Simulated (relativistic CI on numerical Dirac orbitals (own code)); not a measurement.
# Ir: calculation against measurement

Computed by Dirac-Coulomb-Breit CI, orbitals from a KLI potential per configuration, a model potential for QED, valence Slater integrals scaled by 0.85, P86 correlation energy added to each configuration (own radial code, finite nucleus).

Configuration list (outside the closed core [Xe] 4f14): 5d7.6s2, 5d8.6s, 5d7.6s.6p, 5d9, 5d6.6s2.6p, 5d8.6p, 5d7.6s.6d, 5d8.6d, 5d8.7s, 5d8.7p, 5d7.6s.7s, 5d7.6s.7p, 5d7.6s.8s, 5d7.6s.8p, 5d7.6p2, 5d6.6p3. Double excitations out of closed p, d and f shells are left out; levels of such configurations are missing from the list, as are those of other unlisted configurations, and high levels can miss mixing partners.

```
Configuration  Term (tabulated)    J  Measured (cm⁻¹)  Computed  Error  Purity (%)
      5d7.6s2                4F  9/2              0.0         0      0          73
       5d8.6s                4F  9/2           2835.0       802  -2033          88
       5d8.6s                4F  7/2           6324.0      4401  -1923          77
      5d7.6s2                4F  7/2           7106.6      6528   -579          90
      5d7.6s2                4F  3/2          11831.1     11105   -726          64
       5d8.6s                4F  5/2          12218.5      8502  -3716          62
       5d8.6s                2F  7/2          13087.9     11330  -1758          70
       5d8.6s              4P †  3/2          16565.4     15321  -1244          56
       5d8.6s              4P †  1/2          16681.3     16042   -639          90
      5d7.6s2                4P  1/2          20236.8     20703    466          76
          5d9                2D  3/2          27970.1     26344  -1626          56
```

Measured levels from NIST Handbook of Basic Atomic Spectroscopic Data (Sansonetti and Martin, J. Phys. Chem. Ref. Data 34, 1559 (2005)); pairs were made by configuration, J and term (by order where the table uses no LS term), so strongly mixed levels may be paired wrongly.

Mean error by configuration (cm⁻¹): 5d8.6s -2357; 5d7.6s2 -280; 5d9 -1626. Over the excited levels the mean absolute error is 1603 cm⁻¹ (10 of the 40 excited levels that our extract of the source holds in range could be paired, and the others can miss by more), and the median relative error of those above 1,000 cm⁻¹ is 11 %. Some levels of the ground configuration have no partner. † marks terms whose computed intervals miss the measured ones by more than a factor of 2.5, or configurations far off the rest, from wrong mixing, a near crossing or a doubtful label or measurement; they are left out of the means.
